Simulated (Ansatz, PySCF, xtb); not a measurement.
Reaction 2 R1 + R2 → P1, each structure at its B3LYP-D3(BJ)/def2-TZVP stationary point, reached from a drawn start (curvature not checked).
P1, H6S (SMILES [H][S]([H])([H])([H])([H])[H]) (charge 0, multiplicity 1):
```xyz
7

S      0.000     0.000     0.000
H      1.414     0.000     0.000
H     -1.414     0.000     0.000
H      0.000     1.414     0.000
H      0.000    -1.414     0.000
H      0.000     0.000     1.414
H      0.000     0.000    -1.414
```
R1, H2 (SMILES [H][H]) (charge 0, multiplicity 1, Z-matrix in Å and degrees):
```
H
H 1 0.7440
```
R2, H2S (SMILES S) (charge 0, multiplicity 1):
```xyz
3

S      0.0000     0.0000     0.6187
H      0.0000     0.9702    -0.3093
H      0.0000    -0.9702    -0.3093
```

P less R. No zero-point or thermal terms.

Frozen-core correlation throughout. CBS: X⁻³ extrapolation of the correlation energy, Hartree–Fock from the larger set.

Run with Ansatz (Gaussian basis) for Hartree–Fock, density functionals and correlated methods; PySCF for the D3/D4 terms; xtb for the GFN methods. No computed number here is a measurement.

```
level                                  reaction energy (kJ/mol)
-------------------------------------  ------------------------
GFN1-xTB                                                  594.1
BLYP-D4/def2-TZVPP                                        439.6
revPBE/def2-TZVPP                                         430.5
r2SCAN-D3(BJ)/def2-TZVPP                                  418.9
B3LYP/def2-TZVPP                                          450.7
BHLYP-D3(BJ)/def2-TZVPP                                   451.2
B2PLYP/def2-TZVPP                                           ___
MP2/CBS(cc-pV(T+d)Z, cc-pV(Q+d)Z)                           ___
CCSD(T)/CBS(cc-pV(T+d)Z, cc-pV(Q+d)Z)                       ___
```

Problem. What belongs in the gaps?

Solution. 
- B2PLYP/def2-TZVPP, reaction energy (kJ/mol): 457.5
- MP2/CBS(cc-pV(T+d)Z, cc-pV(Q+d)Z), reaction energy (kJ/mol): 455.1
- CCSD(T)/CBS(cc-pV(T+d)Z, cc-pV(Q+d)Z), reaction energy (kJ/mol): 458.6

Ansatz is a first-principles code.
